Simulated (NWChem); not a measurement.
System: SiClF, singlet; SMILES [Si](Cl)F

```xyz
3

Si     0.6633    -0.6049     0.0000
F     -0.6806    -1.5249     0.0000
Cl    -0.1859     1.3055     0.0000
```
Atoms are numbered in this order, from 1.

Low-valent species are run as closed-shell singlets; no triplet was tried in these runs. Geometry: optimised at PBE0/def2-SVP.

Symmetry labels are those of Cs in the frame above (b1 and b2, or b-type labels, depend on it).

List the 4 lowest vertical singlet excitations from PBE/def2-SVPD, TDA (NWChem).


| state | energy (eV) | oscillator strength | symmetry | leading excitation (squared amplitude) |
|---|---|---|---|---|
| S1 | 4.54 | 0.061 | a" | HOMO → LUMO (0.84) |
| S2 | 4.97 | 0.016 | a" | HOMO−1 → LUMO (0.88) |
| S3 | 5.78 | 0.014 | a' | HOMO−2 → LUMO (0.87) |
| S4 | 7.04 | 0.123 | a' | HOMO → LUMO+2 (0.47) |
